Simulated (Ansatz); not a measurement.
Geometry optimisation, Ansatz 0.2.0, RKS PBE-D4/6-31G*.

Input:

```yaml
crystal:
  periodic: [false, false, false]
  atoms:
    - { symbol: B, position_ang: [-0.016191, -0.22438, -0.172504] }
    - { symbol: F, position_ang: [-0.025042, -0.687626, 1.09121] }
    - { symbol: "N", position_ang: [1.242929, 0.004311, -0.797908] }
    - { symbol: H, position_ang: [2.113716, -0.220399, -0.327284] }
    - { symbol: H, position_ang: [1.360883, 0.34477, -1.745697] }
    - { symbol: "N", position_ang: [-1.262024, -0.014665, -0.827767] }
    - { symbol: H, position_ang: [-2.145005, -0.153163, -0.347818] }
    - { symbol: H, position_ang: [-1.357044, 0.251505, -1.802009] }
    - { symbol: H, position_ang: [-0.142913, 1.829689, 1.063747] }
    - { symbol: H, position_ang: [-0.10261, 1.376258, 1.61023] }
basis:
  gaussian: { orbitals: "6-31G*" }
hamiltonian:
  xc: pbe
  dispersion: d4
relax:
  f_tol: 0.03
  max_steps: 50
output:
  orbitals: {}
```

Run as:

```bash
$ ansatz run input.yaml --threads 1 --pin off --max-ram 2048MiB --backend cpu --events-out ev --progress --plain --runs-dir out
```

Problem. Where does it end, and by what steps?

Solution. The run converged. The force dipped under the threshold on the way, but the program's further checks kept it going. After 19 steps the energy has fallen by 0.224 eV; H9 moved furthest, 1.67 Å.

| step | energy less start (eV) | largest force component (eV/Å) | accepted |
| --- | --- | --- | --- |
| 0 | 0.0000 | 1.269 | yes |
| 1 | -0.1312 | 0.367 | yes |
| 2 | -0.1697 | 0.240 | yes |
| 3 | -0.1846 | 0.071 | yes |
| 4 | -0.1884 | 0.051 | yes |
| 5 | -0.1851 | 0.783 | no |
| 6 | -0.1918 | 0.259 | yes |
| 7 | -0.1950 | 0.469 | yes |
| 8 | -0.2067 | 0.133 | yes |
| 9 | -0.2076 | 0.120 | yes |
| 10 | -0.1803 | 1.300 | no |
| 11 | -0.2114 | 0.089 | yes |
| 12 | -0.2136 | 0.199 | yes |
| 13 | -0.2171 | 0.199 | yes |
| 14 | -0.2197 | 0.156 | yes |
| 15 | -0.2220 | 0.104 | yes |
| 16 | -0.2231 | 0.104 | yes |
| 17 | -0.2235 | 0.051 | yes |
| 18 | -0.2238 | 0.025 | yes |
| 19 | -0.2239 | 0.019 | yes |

```xyz
10
Properties=species:S:1:pos:R:3
B -0.001 -0.216 -0.436
F -0.016 -0.163 0.930
N 1.265 -0.243 -1.083
H 2.129 -0.222 -0.550
H 1.397 -0.283 -2.088
N -1.252 -0.250 -1.112
H -2.126 -0.196 -0.600
H -1.360 -0.258 -2.120
H -0.209 2.486 2.602
H -0.160 1.851 2.202
```

Time of the run: 15 s on 1 thread of AMD EPYC 9R45 96-Core Processor (Zen 5), on a shared host, peak memory 0.15 GiB.
